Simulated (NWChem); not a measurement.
Everything below was run with NWChem. System: HBrSi, charge 0, spin multiplicity 1, at a geometry optimised with PBE/def2-SVP. The structure started from a generated list of species. Level: G0W0@PBE0/def2-QZVP, RI basis def2-qzvp-rifit.

Part of the output:

```
             Northwest Computational Chemistry Package (NWChem) 7.3.0
             --------------------------------------------------------

                                NWChem Input Module
                                -------------------

 Scaling coordinates for geometry "geometry" by  1.889725989
 (inverse scale =  0.529177249)

 Turning off AUTOSYM since
 SYMMETRY directive was detected!

                             Geometry "geometry" -> ""
                             -------------------------

 Output coordinates in angstroms (scale by  1.889725989 to convert to a.u.)

  No.       Tag          Charge          X              Y              Z
 ---- ---------------- ---------- -------------- -------------- --------------
    1 Si                  14.0000    -1.08323600     1.16034600     0.00000000
    2 H                    1.0000    -0.00621000     2.27838100     0.00000000
    3 Br                  35.0000     0.43347200    -0.52923500     0.00000000

 Effective nuclear repulsion energy (a.u.)     125.4930281876

            Nuclear Dipole moment (a.u.)
            ----------------------------
        X                 Y               Z
 ---------------- ---------------- ----------------
     0.0000113384     0.0000000000     0.0000000000

      Symmetry information
      --------------------

 Group name             Cs
 Group number              2
 Group order               2
 No. of unique centers     3

      Symmetry unique atoms

     1    2    3


 Summary of "ao basis" -> "" (spherical)
 ------------------------------------------------------------------------------
       Tag                 Description            Shells   Functions and Types
 ---------------- ------------------------------  ------  ---------------------
 *                         def2-qzvp                  on all atoms

 new library libraries.bse/

 Summary of "ri basis" -> "" (spherical)
 ------------------------------------------------------------------------------
       Tag                 Description            Shells   Functions and Types
 ---------------- ------------------------------  ------  ---------------------
 *                      def2-qzvp-rifit               on all atoms

                                 NWChem DFT Module
                                 -----------------

 Summary of "ao basis" -> "ao basis" (spherical)
 ------------------------------------------------------------------------------
       Tag                 Description            Shells   Functions and Types
[...]
  ----- ------------  ---------------      ----- ------------  ---------------
    74      1.951961  2 H  s                 25     -0.915124  1 Si px
    26     -0.784737  1 Si py                 9     -0.780190  1 Si s
     8     -0.436564  1 Si s                 23     -0.250054  1 Si py
   131      0.246386  3 Br py                73     -0.198793  2 H  s
    72      0.151207  2 H  s                  7     -0.144595  1 Si s

 center of mass
 --------------
 x =   0.07513160 y =  -0.13076060 z =   0.00000000

 moments of inertia (a.u.)
 ------------------
         231.270064783611         190.027742849375           0.000000000000
         190.027742849375         170.240435091419           0.000000000000
           0.000000000000           0.000000000000         401.510499875030

     Multipole analysis of the density
     ---------------------------------

     L   x y z        total         alpha         beta         nuclear
     -   - - -        -----         -----         ----         -------
     0   0 0 0     -0.000000    -25.000000    -25.000000     50.000000

     1   1 0 0     -0.228820     -0.114415     -0.114415      0.000011
     1   0 1 0      0.379140      0.189570      0.189570      0.000000
     1   0 0 1     -0.000000     -0.000000     -0.000000      0.000000

     2   2 0 0    -25.119247    -53.634132    -53.634132     82.149017
     2   1 1 0     -1.160661     45.201514     45.201514    -91.563689
     2   1 0 1      0.000000      0.000000      0.000000      0.000000
     2   0 2 0    -23.453652    -72.156017    -72.156017    120.858382
     2   0 1 1      0.000000      0.000000      0.000000      0.000000
     2   0 0 2    -22.481116    -11.240558    -11.240558      0.000000

 Task  times  cpu:       93.0s     wall:       93.0s

                                NWChem Input Module
                                -------------------

                                 NWChem GW Module
                                 ----------------

                             ***********************
                             ***        GW       ***
                             ***********************

 Summary of "ri basis" -> "ri basis" (spherical)
 ------------------------------------------------------------------------------
       Tag                 Description            Shells   Functions and Types
 ---------------- ------------------------------  ------  ---------------------
 Si                     def2-qzvp-rifit             41      167   12s10p9d6f3g1h
 H                      def2-qzvp-rifit             16       56   6s4p3d2f1g
 Br                     def2-qzvp-rifit             58      298   13s12p11d9f7g5h1i

                 Memory Information
                 ------------------
          Available GA per process is          1699.8 MBs
          Available stack per process is        700.0 MBs
          Available heap per process is           0.0 MBs

          Peak memory in Initialization
              Peak GA per process is                 21.1 MBs
              Peak stack per process is               0.3 MBs
              Peak heap per process is               22.2 MBs
              Memory not in MA per process            0.0 MBs

          Peak memory in CDGW Calculation
              Peak GA per process is                 25.5 MBs
              Peak stack per process is               4.2 MBs
              Peak heap per process is                4.1 MBs
              Memory not in MA per process            0.0 MBs

          Computing 2-center integrals
          Computing Inverse Cholesky factor
          Computing 3-center integrals
          Computing Vxc

          Computing Sigma_x
          Computing W(iw) on the imaginary grid
          Solving quasiparticle equations

                  Alpha Orbitals
          State     Energy (eV)     Error (eV)
          -----------------------------------
@GW        22        -12.332           0.005
@GW        23        -11.118           0.005
@GW        24        -11.059           0.002
@GW        25         -9.349           0.002
@GW        26         -1.323           0.005
@GW        27          1.117           0.003

     GW Timing Statistics
   ------------------------
   Init.   :          0.4s
     ERIs  :          5.3s
     Distr.:          0.0s
     Vxc   :         11.2s
   Vmo     :          0.0s
   iW      :          7.8s
   I_n     :          0.0s
   R_n     :          0.9s
   GW total:         25.6s

 Task  times  cpu:       25.6s     wall:       25.6s

 Total times  cpu:      118.6s     wall:      118.6s
```

Problem. Write an NWChem input that would produce this output.

Solution. This is not unique; one that fits is 
```
start mol
memory heap 200 mb stack 700 mb global 1700 mb
geometry units angstroms nocenter noautoz
  Si    -1.083236     1.160346     0.000000
  H     -0.006210     2.278381     0.000000
  Br     0.433472    -0.529235     0.000000
  symmetry group Cs
end
basis spherical
  * library def2-qzvp
end
basis "ri basis" bse spherical
  * library def2-qzvp-rifit
end
dft
  xc pbe0
  iterations 100
  direct
  tolerances tight
end
task dft energy
gw
  method cdgw
  states alpha occ 4 vir 2
end
task dft gw
```
